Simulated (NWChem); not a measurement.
System: C3H7NSi; SMILES CN1C=C[SiH2]1

The following NWChem deck was run.

```
start job
memory heap 200 mb stack 900 mb global 1100 mb
geometry units angstroms noautoz
  C     -0.247597     2.036458     0.105469
  N     -0.005691     0.687959    -0.375260
  C      1.223592     0.032693    -0.122731
  C      0.999796    -1.290252     0.098367
  Si    -0.799420    -0.884800    -0.011057
  H      0.542819     2.708533    -0.253867
  H     -1.197914     2.402114    -0.296559
  H     -0.286263     2.121431     1.204885
  H      2.160812     0.595600    -0.156843
  H      1.723689    -2.087101     0.177231
  H     -1.609358    -0.845297     1.238977
  H     -1.662712    -1.423112    -1.098809
end
basis spherical
  * library def2-tzvp
end
dft
  xc b3lyp
  iterations 150
  semidirect filesize 400000000
  mulliken
end
task dft energy
```

Geometry: optimised at B3LYP/6-31G* (spherical d).

Q: Give the results of this calculation. (B3LYP/def2-TZVP.) Quantities: energy (Ha); highest occupied level (eV); orbital gap (eV); dipole (D).

A: energy (Ha): -462.83
highest occupied level (eV): -5.71
orbital gap (eV): 5.45
dipole (D): 0.88
